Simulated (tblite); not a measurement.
Compound: C₆H₉GeNO₂.
SMILES with atom numbers: `[CH2:1]=[N:2][C:3]1=[CH:4][CH2:5][O:6][C:7](=[O:8])[GeH2:9][CH2:10]1` (hydrogens: H11, H12 on C1; H13 on C4; H14, H15 on C5; H16, H17 on Ge9; H18, H19 on C10)

Computed with GFN2-xTB (tblite), gas phase: L-BFGS steps from a force-field or distance-geometry start until the largest atomic force falls under 0.01 eV/Å.

Geometry at step 1:
```
atom  x, y, z in Å
C1      2.9767   -0.8050   -0.3362
N2      1.8114   -1.1816   -0.1208
C3      0.7543   -0.3239    0.2284
C4      0.7259    0.9206   -0.2706
C5     -0.3346    1.9215    0.0176
O6     -1.5533    1.6768   -0.7254
C7     -2.3722    0.5837   -0.6136
O8     -3.5297    0.6791   -0.8316
Ge9    -1.7906   -1.2474   -0.1211
C10    -0.2952   -0.9425    1.1204
H11     3.2814    0.2441   -0.2959
H12     3.7811   -1.5083   -0.5907
H13     1.5572    1.2044   -0.8949
H14     0.0362    2.9410   -0.2169
H15    -0.5271    1.8758    1.1042
H16    -2.9227   -2.0634    0.4888
H17    -1.1247   -1.8577   -1.3594
H18    -0.5387   -0.2069    1.8970
H19     0.0552   -1.9010    1.5130
```

**Question.** Give the atomic forces at this geometry.

**Answer.** 
```
atom  Fx (eV/Å)  Fy (eV/Å)  Fz (eV/Å)
  C1      0.996      0.282     -0.229
  N2     -1.118     -0.719      0.303
  C3      0.711     -0.170      0.195
  C4      0.218     -0.336      0.035
  C5     -0.177     -0.496      0.063
  O6     -0.489      0.249      0.186
  C7      2.004      0.176      0.735
  O8     -1.731      0.835     -0.711
 Ge9      0.487     -0.107     -0.255
 C10      0.743      0.183     -0.274
 H11      0.227      0.081      0.180
 H12     -0.663      0.147      0.068
 H13     -0.133      0.234     -0.204
 H14     -0.595     -0.528     -0.187
 H15     -0.355      0.146     -0.180
 H16      0.132      0.180     -0.308
 H17     -0.375     -0.106      0.317
 H18     -0.010     -0.475      0.060
 H19      0.129      0.425      0.207
```

The largest, 2.14 eV/Å, acts on C7; the rms over all components is 0.538 eV/Å. The forces sum to zero within rounding, as they must for an isolated molecule in no field.

**Question.** Give the force on C7 in Eh/bohr and in nN.

**Answer.** 2.142 eV/Å ÷ 51.422 = 0.04165 Eh/bohr, and 2.142 eV/Å × 1.602 = 3.43 nN.

**Question.** How far is this geometry from the end of the optimisation?

**Answer.** 0.595 eV above it, and 0.665 Å rms away after alignment. The bonds farthest from their final lengths, with half the difference of the two atoms' forces along the bond (positive lengthens):

```tsv
bond	now (Å)	final (Å)	force along bond (eV/Å)
O6–C7	1.370	1.328	-0.69
Ge9–C10	1.967	2.007	+0.11
Ge9–H17	1.533	1.499	-0.42
C7–Ge9	1.983	2.016	-0.21
N2–C3	1.405	1.377	-0.53
C5–O6	1.448	1.429	+0.04
```

The angle farthest from its final value is H16–Ge9–H17, 115.7° against 106.4°.

Of the 6 listed bonds off by 0.010 Å or more, this force points towards the final length in 4.

What follows is the cost of the whole relaxation. On one thread, Arm Neoverse V2 (aarch64), no GPU, shared host, this took 0.93 s of wall time.
